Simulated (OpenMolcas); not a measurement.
## Computed levels of Mg

| Item | Value |
| --- | --- |
| Program | OpenMolcas 26.06 |
| Method | CASSCF |
| Basis | ANO-RCC-VTZP [5s4p2d1f] |
| Scalar Hamiltonian | DKH2, point nucleus |
| Active space | 2 electrons in 4 orbitals (3s 3p) |
| State averaging | 2S+1 = 3 even, 3 roots (0 in the spin-orbit step); 2S+1 = 1 even, 1 root kept (CI in the orbitals of an earlier block); 2S+1 = 3 odd, 3 roots; 2S+1 = 1 odd, 3 roots kept (CI in the orbitals of an earlier block) |
| Spin-orbit coupling | RASSI with atomic mean-field integrals over the reference wave functions, term energies averaged over their components |

Spin-free terms above the lowest, with the occupations of the reference:

```tsv
Configuration	Term	E (cm-1)	Occupations
3s2	1S	0.0	3s 1.85 3p 0.15
3s 3p	3P*	20375	3s 1.00 3p 1.00
3s 3p	1P*	43551	3s 1.00 3p 1.00
```

With spin-orbit coupling, above the lowest level:

```tsv
Configuration	Term	J	E (cm-1)	Measured (cm-1)	g	Term weight %
3s2	1S	0	0.0	0.0		100
3s 3p	3P*	0	20343	21850		100
3s 3p	3P*	1	20359	21870	1.501	100
3s 3p	3P*	2	20391	21911	1.501	100
3s 3p	1P*	1	43551	35051	1.000	100
```

Against the 4 measured excited levels shown (NIST Handbook of Basic Atomic Spectroscopic Data) the mean absolute deviation is 3300 cm-1; the largest miss in energy is 3s 3p 1P* 1: computed 43551, measured 35051 cm-1 (+24.3 %).

Without dynamic correlation excited terms often stand tens of per cent too high (terms of higher spin than the ground term too low), and those without a measured partner can miss by more than the paired ones. Terms from blocks run as CI alone lack orbitals of their own. Computed and measured levels are paired by configuration, term and J; levels that our copy of the source lacks, or whose pairing is in doubt (as where it misses far off the trend of its configuration), stay unpaired and out of the deviations. Levels of configurations outside the active space are missing. The first state left out of the spin-orbit step lies near 56000 cm-1 above the lowest spin-free state of the reference (among the parities and spins computed), and the list stops at four fifths of that energy or lower.

The RASSCF and RASSI steps took 8.1 s on 1 thread of Arm Neoverse V1, with other jobs on the host; the integral step is not counted.

The term weight is that of the spin-free term in the level, not the purity of its configuration. * marks odd parity.
